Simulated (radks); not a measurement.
Problem. Zr3+, 37 electrons, occupied as [Kr] 5s1 (not the ground configuration). Calculated with a radial shooting solver on a logarithmic mesh with Libxc functionals: Dirac Kohn-Sham, BLYP, spin-unpolarised, spherical densities, point nucleus.

Spin-orbit splittings of the eigenvalues, e(l+1/2) - e(l-1/2), with zeta = 2 splitting/(2l+1) and mean radii in bohr:

| shell | occ. | splitting (eV) | zeta (eV) | <r> j=l-1/2 | <r> j=l+1/2 |
|---|---|---|---|---|---|
| 2p | 6 | 85.91 | 57.27 | 0.1386 | 0.1430 |
| 3p | 6 | ? | ? | 0.4549 | 0.4654 |
| 3d | 10 | 2.503 | 1.001 | 0.4502 | 0.4537 |
| 4p | 6 | 1.908 | 1.272 | 1.308 | 1.335 |

Estimate the 3p splitting.

Solution. 13.69 eV (zeta = 9.126 eV).
